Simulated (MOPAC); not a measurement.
MOPAC input (AM1):

```
AM1 PRECISE GNORM=0.05 LET XYZ UHF MS=0.5 GEO-OK AUX(PRECISION=9) THREADS=1
C2H7BN

C    -1.80406700 1    0.42418000 1   -0.33302600 1
C    -0.58762700 1   -0.50189900 1   -0.18708000 1
B     0.62288800 1    0.10877300 1    0.59146400 1
N     1.96155800 1    0.02791000 1    0.26369700 1
H    -1.54723600 1    1.32947200 1   -0.88675800 1
H    -2.61995100 1   -0.06944400 1   -0.86490700 1
H    -2.17585100 1    0.73519300 1    0.64451800 1
H    -0.26050300 1   -0.84341200 1   -1.18154600 1
H    -0.89280700 1   -1.40819200 1    0.35074600 1
H     2.69744600 1    0.42718500 1    0.82222900 1
H     2.30372200 1   -0.44372300 1   -0.56684600 1
```

Output:

```
 *******************************************************************************
 **                                                                           **
 **                              MOPAC v23.2.5                                **
 **                                                                           **
 *******************************************************************************
 ** MOPAC's Digital Object Identifier: https://doi.org/10.5281/zenodo.6511958 **
 **                                                                           **
 ** Please cite the open-source release paper for use of this MOPAC version:  **
 ** J. E. Moussa and J. J. P. Stewart (2026)                                  **
 ** MOPAC: An open-source semiempirical molecular orbital program             **
 ** J. Open Source Softw., 11(119), 8025, https://doi.org/10.21105/joss.08025 **
 *******************************************************************************

                              AM1 CALCULATION RESULTS

 *******************************************************************************
 *  AM1        - The AM1 Hamiltonian to be used
 *  GEO-OK     - OVERRIDE INTERATOMIC DISTANCE AND OTHER SAFETY CHECKS
 *  UHF        - UNRESTRICTED HARTREE-FOCK CALCULATION
 *  MS=        - IN MECI, MAGNETIC COMPONENT OF SPIN =  0.5
 *  LET        - OVERRIDE SOME SAFETY CHECKS
 *  PRECISE    - TIGHTER CRITERIA TO BE USED
 *  XYZ        - CARTESIAN COORDINATE SYSTEM TO BE USED
 *  GNORM      - EXIT WHEN GRADIENT NORM DROPS BELOW 0.050
 *  AUX        - OUTPUT AUXILIARY INFORMATION
 *******************************************************************************
AM1 PRECISE GNORM=0.05 LET XYZ UHF MS=0.5 GEO-OK AUX(PRECISION=9) THREADS=1
 C2H7BN

   ATOM   CHEMICAL          X               Y               Z
  NUMBER   SYMBOL      (ANGSTROMS)     (ANGSTROMS)     (ANGSTROMS)

     1       C         -1.80406700  *   0.42418000  *  -0.33302600  *
     2       C         -0.58762700  *  -0.50189900  *  -0.18708000  *
     3       B          0.62288800  *   0.10877300  *   0.59146400  *
     4       N          1.96155800  *   0.02791000  *   0.26369700  *
     5       H         -1.54723600  *   1.32947200  *  -0.88675800  *
     6       H         -2.61995100  *  -0.06944400  *  -0.86490700  *
     7       H         -2.17585100  *   0.73519300  *   0.64451800  *
     8       H         -0.26050300  *  -0.84341200  *  -1.18154600  *
     9       H         -0.89280700  *  -1.40819200  *   0.35074600  *
    10       H          2.69744600  *   0.42718500  *   0.82222900  *
    11       H          2.30372200  *  -0.44372300  *  -0.56684600  *

          CARTESIAN COORDINATES

    NO.       ATOM           X           Y           Z

     1         C         -1.8041      0.4242     -0.3330
     2         C         -0.5876     -0.5019     -0.1871
     3         B          0.6229      0.1088      0.5915
     4         N          1.9616      0.0279      0.2637
     5         H         -1.5472      1.3295     -0.8868
     6         H         -2.6200     -0.0694     -0.8649
     7         H         -2.1759      0.7352      0.6445
     8         H         -0.2605     -0.8434     -1.1815
     9         H         -0.8928     -1.4082      0.3507
    10         H          2.6974      0.4272      0.8222
    11         H          2.3037     -0.4437     -0.5668

[...]
     1       C         -1.42375692  *   0.51214096  *  -0.44161805  *
     2       C         -0.71990671  *  -0.75693054  *  -0.05841714  *
     3       B          0.77665517  *  -0.60361305  *   0.29971921  *
     4       N          1.65503043  *   0.38008559  *   0.31964044  *
     5       H         -0.93816193  *   0.98640177  *  -1.32910428  *
     6       H         -2.49092076  *   0.30287947  *  -0.70042150  *
     7       H         -1.40850493  *   1.24715363  *   0.39967689  *
     8       H         -0.73207928  *  -1.49796714  *  -0.89172106  *
     9       H         -1.17838103  *  -1.21965944  *   0.84658323  *
    10       H          2.57950637  *   0.18914343  *   0.60027996  *
    11       H          1.45625246  *   1.31603400  *   0.06975599  *

                             CARTESIAN COORDINATES

   1    C       -1.423756921     0.512140962    -0.441618053
   2    C       -0.719906706    -0.756930540    -0.058417135
   3    B        0.776655174    -0.603613054     0.299719206
   4    N        1.655030430     0.380085594     0.319640439
   5    H       -0.938161926     0.986401769    -1.329104276
   6    H       -2.490920757     0.302879472    -0.700421501
   7    H       -1.408504934     1.247153632     0.399676889
   8    H       -0.732079278    -1.497967141    -0.891721062
   9    H       -1.178381033    -1.219659438     0.846583228
  10    H        2.579506366     0.189143434     0.600279958
  11    H        1.456252460     1.316034000     0.069755992

           Empirical Formula: C2 H7 N B  =    11 atoms

      MOLECULAR POINT GROUP   :   Cs

          ALPHA EIGENVALUES
 -34.84558 -32.65127 -24.09694 -19.05759 -17.41791 -14.92145 -14.23185 -13.46029
 -11.96291 -11.62714 -11.00418  -7.59982   3.02670   3.64961   4.27116   4.36040
   4.78605   4.92466   5.12129   5.37330   5.39885   6.68696   7.66979

           BETA EIGENVALUES
 -34.63607 -32.52404 -23.82658 -18.62115 -17.21577 -14.85699 -14.07701 -13.16085
 -11.90128 -11.31788 -10.97194   1.41570   3.54993   3.79958   4.42343   4.44806
   4.95702   5.22190   5.23409   5.52190   5.53149   6.88828   8.57477

              NET ATOMIC CHARGES AND DIPOLE CONTRIBUTIONS

  ATOM NO.   TYPE          CHARGE      No. of ELECS.   s-Pop       p-Pop
    1          C          -0.197422        4.1974     1.22088     2.97654
    2          C          -0.246925        4.2469     1.22869     3.01824
    3          B           0.057132        2.9429     1.40145     1.54142
    4          N          -0.390182        5.3902     1.45054     3.93964
    5          H           0.063412        0.9366     0.93659
    6          H           0.068566        0.9314     0.93143
    7          H           0.064638        0.9354     0.93536
    8          H           0.091947        0.9081     0.90805
    9          H           0.092358        0.9076     0.90764
   10          H           0.209534        0.7905     0.79047
   11          H           0.186941        0.8131     0.81306
 DIPOLE           X         Y         Z       TOTAL
 POINT-CHG.     0.830     0.491     0.108     0.970
 HYBRID         0.037     0.853    -0.173     0.871
 SUM            0.866     1.344    -0.065     1.600

          ATOMIC ORBITAL ELECTRON POPULATIONS

     Atom    s        px        py        pz
    1  C   1.22088   0.99723   0.97650   1.00282
    2  C   1.22869   1.03280   0.97519   1.01025
    3  B   1.40145   0.62717   0.56330   0.35096
    4  N   1.45054   1.16927   1.12692   1.64345
    5  H   0.93659
    6  H   0.93143
    7  H   0.93536
    8  H   0.90805
    9  H   0.90764
   10  H   0.79047
   11  H   0.81306

                    (SZ)    =    0.500000
                    (S**2)  =    0.754193

          ATOMIC ORBITAL SPIN POPULATIONS

    Atom   Total    s     px     py     pz
         Atomic
    1  C  0.0216  0.005  0.003  0.012  0.003
    2  C  0.1953  0.036  0.131  0.010  0.018
    3  B  0.6992  0.267  0.078  0.299  0.056
    4  N  0.0243  0.029  0.010  0.005 -0.020
    5  H -0.0011 -0.001
    6  H  0.0116  0.012
    7  H -0.0011 -0.001
    8  H -0.0107 -0.011
    9  H -0.0107 -0.011
   10  H -0.0031 -0.003
   11  H  0.0747  0.075

 **********************
 *                    *
 * JOB ENDED NORMALLY *
 *                    *
 **********************

 == MOPAC DONE ==
```

The geometry given is a B3LYP-D3(BJ)/def2-TZVP minimum.
